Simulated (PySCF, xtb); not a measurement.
Mg(F)(iPr) (C3H7FMg), SMILES C[CH](C)[Mg][F]. The values are those of a single conformer.

Harmonic wavenumbers (cm⁻¹) from GFN2-xTB in xtb at its own minimum, in rising order: 36, 89, 179, 247, 248, 281, 387, 442, 574, 925, 938, 943, 984, 1136, 1150, 1182, 1307, 1399, 1413, 1471, 1482, 1484, 1492, 2916, 2943, 2948, 2969, 2974, 2975, 2980.

### Question
What does PBE-D3(BJ)/def2-SVP in PySCF give at its own minimum? (Estimate from the structure and the level; the computed values follow.)

### Answer
75, 88, 208, 223, 253, 263, 350, 440, 747, 871, 883, 921, 951, 1077, 1118, 1145, 1276, 1334, 1349, 1402, 1418, 1423, 1431, 2911, 2912, 2944, 2990, 2991, 3029, 3030. Paired by order, the mean absolute difference is 41 cm⁻¹ and the zero-point energies are 57.9 and 57.3 kcal/mol.
